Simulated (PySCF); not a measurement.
**How methods differ on the ionisation energy of Fe(16+)**

Fe(16+) [Ne] (1S) → Fe(17+) [He] 2s2 2p5 (2P), as a difference of total energies. Computed with PySCF 2.14 in an even-tempered Gaussian basis (18 s from 3.1 bohr⁻², ratio 2.2; 11 p from 4 bohr⁻², ratio 2.2; 6 d from 21 bohr⁻², ratio 2.4; 5 f from 32 bohr⁻², ratio 2.4; 5 g from 48 bohr⁻², ratio 2.4), with the non-relativistic Hamiltonian (point nucleus). Correlated levels: nothing frozen; virtual orbitals above 40 to 60 times the deepest correlated orbital energy dropped. The calculations carry no spin-orbit coupling.

```
                 method  ionisation energy (eV)
                    UHF                  1261.2
                    LDA                  1261.7
                    PBE                  1261.3
                   PBE0                  1261.7
                 r2SCAN                  1262.7
                  M06-L                  1262.7
                 M06-2X                  1262.0
    MP2 (all electrons)                  1262.9
SCS-MP2 (all electrons)                  1262.7
```

A first-order spin-orbit estimate (lowest level to lowest level, LS coupling) adds -4.048 eV.

These non-relativistic numbers lack the scalar-relativistic shift.

For comparison: 1262.7 ± 0.7 eV (semi-empirical (NIST evaluation); NIST Atomic Spectra Database, ionization energies).
